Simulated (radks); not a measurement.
The numbers below are computed, except where a source is named.
Ti II, 21 electrons, occupied as [Ar] 3d1.5 4s1 4p0.5 (fractional occupations, a model configuration). Code: a radial shooting solver on a logarithmic mesh with Libxc functionals. Model: scalar-relativistic Kohn-Sham, PBE, spin-polarised, spherical densities, finite nucleus; open shells are filled with parallel spins first; Fermi nuclear charge, rms radius 3.5921 fm.

Normalised radial functions P(r) = r R(r), r in bohr:

r,3p up
0.002289,0.0007
0.003005,0.0012
0.003944,0.0019
0.005177,0.0032
0.006795,0.0054
0.00892,0.0090
0.01171,0.0148
0.01537,0.0244
0.02017,0.0396
0.02648,0.0634
0.03475,0.0993
0.04562,0.1515
0.05987,0.2231
0.07859,0.3134
0.1032,0.4132
0.1354,0.4996
0.1777,0.5323
0.2333,0.4593
0.3062,0.2381
0.4019,-0.1276
0.5276,-0.5588
0.6925,-0.9116
0.9089,-1.0396
1.193,-0.9017
1.566,-0.6026
2.055,-0.3050
2.698,-0.1125
3.541,-0.0278
4.648,-0.0041
6.101,-0.0003
8.008,0.0000
10.51,0.0000

3p up: eigenvalue -49.924 eV, 1 radial node at r = 0.369 bohr, <r> = 1.08 bohr, 90 % of the charge inside 1.65 bohr.
